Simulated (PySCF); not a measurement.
Molecule: `B1OCCCO1`, C$_{3}$H$_{7}$BO$_{2}$.

Numbering as in the mapped SMILES `[BH:1]1[O:2][CH2:3][CH2:4][CH2:5][O:6]1`. Hydrogens are named by the atom that carries them.

Geometry PBE0-D3(BJ)/def2-SVP throughout; GIAO in PySCF 2.14, gas phase, one conformer, non-relativistic; equivalent atoms averaged; basis pcSseg-1.

For orientation, B97-2 gives these shifts δ (against BF3·OEt2, H2O, TMS at the same level): B1 22.9, O2/O6 124.9, C3/C5 62.2, C4 29.9, H(B1) 4.00, H(C3)/H(C5) 3.92, H(C4) 1.67 ppm.

A run gave: B1 21.8, O2/O6 149.6, C3/C5 66.4, C4 32.8, H(B1) 4.03, H(C3)/H(C5) 4.08, H(C4) 1.77 ppm (shifts δ (against BF3·OEt2, H2O, TMS at the same level)).

Which functional was used in that run?
A. PBE0
B. BLYP
C. KT3
D. HF

## Answers

B. O2/O6 tells them apart best: BLYP gives 149.6, KT3 gives 134.4, HF gives 88.5, PBE0 gives 130.3 ppm.
